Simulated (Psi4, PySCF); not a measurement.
Intermolecular potential of Cl2 ··· Cl2 (SMILES ClCl and ClCl), singlet. Monomers: optimised at B3LYP-D3(BJ) (def2-TZVP), held rigid. Orientation: lowest of the rigid-body minima from ten starts at GFN2-xTB (searched outside a hard wall at short contacts). R is the distance of the centres of mass, along which the second monomer moves. The shortest distances reach bonding range, where SAPT0 and rigid monomers are unreliable.

RKS-BP86/6-31G* = restricted BP86/6-31G*, spherical d, no counterpoise correction (PySCF 2.14.0); wB97M-V/def2-TZVP, counterpoise-corrected (Psi4).

Interaction energies in kJ/mol:

```
R / Å  RKS-BP86/6-31G*
-----  ---------------
3.74             51.19
3.94             21.64
4.13              8.06
4.34              1.67
4.56             -0.39
4.83             -0.46
5.16              0.15
5.62              0.50
6.33              0.27
7.36              0.03
8.66              0.00
```

Question: What does wB97M-V/def2-TZVP give at the same points?

Answer: 3.74: 62.65; 3.94: 27.51; 4.13: 10.06; 4.34: 0.98; 4.56: -2.62; 4.83: -3.46; 5.16: -2.80; 5.62: -1.63; 6.33: -0.64; 7.36: -0.18; 8.66: -0.05 (kJ/mol).
